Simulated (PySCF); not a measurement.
Compound: B9H9Sb (charge -1).
Bonds: B1–B3, B1–B4, B1–B5, B1–B7, B1–B10, Sb2–B3, Sb2–B6, Sb2–B7, Sb2–B8, Sb2–B10, B3–B4, B3–B6, B3–B7, B4–B5, B4–B6, B4–B9, B5–B8, B5–B9, B5–B10, B6–B8, B6–B9, B7–B10, B8–B9, B8–B10. Hydrogens: H11 on B1; H12 on B3; H13 on B4; H14 on B5; H15 on B6; H16 on B7; H17 on B8; H18 on B9; H19 on B10.

Method: PySCF, PBE0-D3(BJ)/def2-SVP geometry optimisation, gas phase, def2 core potentials past Kr.

Question: How far are the bound atoms from B1?

Answer: 6 atoms: H11 1.209 Å, B7 1.686 Å, B5 1.795 Å, B4 1.795 Å, B3 1.813 Å, B10 1.814 Å. The nearest atom not counted as bound is H14, at 2.59 Å (others tie with it).

Question: List the angles at B1.

Answer: 
```
     angle  degrees  distance of the outer atoms (Å)
B10–B1–H11    128.5                             2.74
 B3–B1–H11    128.3                             2.73
 B5–B1–H11    119.9                             2.62
 B4–B1–H11    119.8                             2.62
  B5–B1–B7    116.7                             2.96
  B4–B1–B7    116.7                             2.96
 B7–B1–H11    113.3                             2.43
  B3–B1–B5    104.4                             2.85
 B4–B1–B10    104.3                             2.85
 B3–B1–B10     95.6                             2.69
  B3–B1–B7     61.3                             1.79
 B7–B1–B10     61.3                             1.79
  B4–B1–B5     61.2                             1.83
 B5–B1–B10     59.6                             1.79
  B3–B1–B4     59.6                             1.79
```

Question: Describe the arrangement about B1 in numbers.

Answer: The three widest angles are 128.5°, 128.3° and 119.9°, the others run from 59.6° to 119.8°. Some of the bound atoms are bonded to each other. The B–B distances aren't all alike: 1.686 to 1.814 Å.

Question: How far are the bound atoms from Sb2?

Answer: 5 atoms: B7 2.209 Å, B6 2.351 Å, B8 2.352 Å, B10 2.408 Å, B3 2.408 Å. The nearest atom not counted as bound is H15, at 2.96 Å (others tie with it).

Question: List the angles at Sb2.

Answer: 
```json
{"angle": "B6–Sb2–B7", "degrees": "85.9", "distance of the outer atoms (Å)": "3.11"}
{"angle": "B7–Sb2–B8", "degrees": "85.9", "distance of the outer atoms (Å)": "3.11"}
{"angle": "B3–Sb2–B8", "degrees": "77.6", "distance of the outer atoms (Å)": "2.98"}
{"angle": "B6–Sb2–B10", "degrees": "77.6", "distance of the outer atoms (Å)": "2.98"}
{"angle": "B3–Sb2–B10", "degrees": "67.8", "distance of the outer atoms (Å)": "2.69"}
{"angle": "B6–Sb2–B8", "degrees": "49.7", "distance of the outer atoms (Å)": "1.98"}
{"angle": "B3–Sb2–B6", "degrees": "46.9", "distance of the outer atoms (Å)": "1.90"}
{"angle": "B8–Sb2–B10", "degrees": "46.9", "distance of the outer atoms (Å)": "1.89"}
{"angle": "B7–Sb2–B10", "degrees": "45.3", "distance of the outer atoms (Å)": "1.79"}
{"angle": "B3–Sb2–B7", "degrees": "45.3", "distance of the outer atoms (Å)": "1.79"}
```

Question: Describe the arrangement about Sb2 in numbers.

Answer: τ5 = (β − α)/60° = 0.00 from the two widest angles, 85.9° and 85.9° (0 for a square pyramid, 1 for a trigonal bipyramid). Some of the bound atoms are bonded to each other. The Sb–B distances aren't all alike: 2.209 to 2.408 Å.

Question: What are the other bond lengths?

Answer: B3–B4, B5–B10 1.793 Å; B3–B6, B8–B10 1.895 Å; B3–B7, B7–B10 1.787 Å; B4–B5 1.828 Å; B4–B6, B5–B8 1.802 Å; B4–B9, B5–B9 1.710 Å; B6–B8 1.977 Å; B6–B9, B8–B9 1.699 Å. (A selection.)

Question: Give some angles away from the centre.

Answer: B1–B3–Sb2 98.1°, B1–B3–B4 59.7°, B1–B3–B6 100.9°, B1–B3–B7 55.9°, Sb2–B3–B4 110.5°, Sb2–B3–B6 64.9°, Sb2–B3–B7 61.5°, B4–B3–B6 58.4°, B4–B3–B7 111.8°, B6–B3–B7 115.2°.

Question: What are the rotational constants (commonest isotopes, rigid rotor)?

Answer: A = 1976, B = 1004, C = 919.4 MHz: an asymmetric top.

Point group: Cs (every atom within 0.08 Å of its image). Charge -1, singlet. The geometry's basis has no diffuse functions, a weakness for an anion. Whether it is a minimum is left open (no frequencies).

Time: 4.8 min; peak memory 1.0 GiB. Hardware: one thread, Arm Neoverse V1 (aarch64), on a shared host. This is the geometry optimisation.
